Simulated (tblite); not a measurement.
Species: C₆H₇FO.
SMILES with atom numbers: `[F:1][CH2:2]/[CH:3]=[C:4]1\[CH:5]=[CH:6][CH2:7][O:8]1` (hydrogens: H9, H10 on C2; H11 on C3; H12 on C5; H13 on C6; H14, H15 on C7)

A start from a force field or distance geometry was refined with tblite 0.8.0, GFN2-xTB geometry optimisation, gas phase. Values at the start:

```
 coordinate    start
      F1–C2  1.360 Å
      C2–C3  1.505 Å
      C2–H9  1.078 Å
      C3=C4  1.327 Å
     C3–H11  1.091 Å
      C4–C5  1.431 Å
      C4–O8  1.397 Å
      C5=C6  1.325 Å
     C5–H12  1.077 Å
      C6–C7  1.482 Å
     C6–H13  1.085 Å
      C7–O8  1.436 Å
     C7–H14  1.095 Å
   F1–C2–C3   112.5°
   C2–C3–C4   129.2°
   C3–C4–C5   129.4°
   C3–C4–O8   120.5°
   C4–O8–C7   106.5°
   C5–C4–O8   110.0°
   C5–C6–C7   109.5°
   C6–C7–O8   105.7°
F1–C2–C3–C4      -2°
C2–C3–C4–C5       3°
```

Task: How do these coordinates change at the GFN2-xTB level?

Result: 
```csv
coordinate,GFN2-xTB (Å or °),change
C4–C5,1.456,+0.025
C4–O8,1.375,-0.022
C2–H9,1.099,+0.021
C7–O8,1.416,-0.020
C6–H13,1.073,-0.012
C6–C7,1.494,+0.012
F1–C2,1.372,+0.012
C3–H11,1.079,-0.012
C2–C3,1.493,-0.012
C3=C4,1.337,+0.010
C5–H12,1.071,-0.006
C5=C6,1.331,+0.006
C7–H14,1.098,+0.003
C4–O8–C7,109.1,+2.6
C3–C4–C5,131.3,+1.9
F1–C2–C3,114.1,+1.6
C5–C4–O8,108.5,-1.5
C2–C3–C4,127.9,-1.3
C6–C7–O8,105.1,-0.6
C5–C6–C7,109.0,-0.5
C3–C4–O8,120.2,-0.3
C2–C3–C4–C5,0,-3
F1–C2–C3–C4,0,+2
```

The energy falls by 1.8 kcal/mol over 23 L-BFGS steps, the largest force on an atom goes from 1.15 to 0.008 eV/Å, and the atoms move by 0.031 Å rms after alignment. The bond that changes most is C4–C5 (vinylic carbon bearing oxygen to alkene CH carbon), which lengthens by 0.025 Å. Bonds longer at the end by more than 0.005 Å: 7 of 15; shorter: 7. Rotational constants go from 5135, 1349, 1083 to 5120, 1340, 1076 MHz.

On Arm Neoverse V2, one thread, on a shared host, this took 0.1 s of wall time.

GFN2-xTB frequencies show an imaginary mode (20i cm⁻¹), so the point is no minimum at that level.

The values belong to the conformer `[F:1][CH2:2]/[CH:3]=[C:4]1\[CH:5]=[CH:6][CH2:7][O:8]1`: F1–C2–C3–C4 0°.

These are computed values.
